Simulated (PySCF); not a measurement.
C₂H₄FNOSi. Atoms are numbered in the order given.

```xyz
10

O      2.8833    -0.8072     0.6089
C      2.4533     0.0637    -0.1025
N      1.1362     0.5450    -0.0637
C      0.1331    -0.2309    -0.2074
Si    -1.5861     0.5391    -0.0183
F     -2.6856    -0.6565    -0.1384
H      3.0845     0.6321    -0.8263
H      0.2758    -1.3081    -0.4380
H     -1.8190     1.5093    -1.1174
H     -1.7030     1.1730     1.3176
```

Coordinates come from a B3LYP-D3(BJ)/def2-SVP optimisation. The structure was generated by enumeration; whether it is a known compound was not checked. One conformer was computed; it need not be the lowest.

Calculation: PBE/def2-TZVP in PySCF.

The molecule is in vacuum.

Computed frontier levels, gap, dipole moment and polarisability:
The highest occupied level is -6.25 eV, the lowest empty level is -3.38 eV and the orbital gap is 2.87 eV. The dipole moment is 2.09 D and the quadrupole, principal values (traceless, Buckingham form, about the centre of nuclear charge) is -10.31, 2.42, 7.90 D·Å. The mean static polarisability comes out as 62.1 bohr³ (9.20 Å³) and the polarisability, principal values is 46.3, 54.9, 85.1 bohr³.
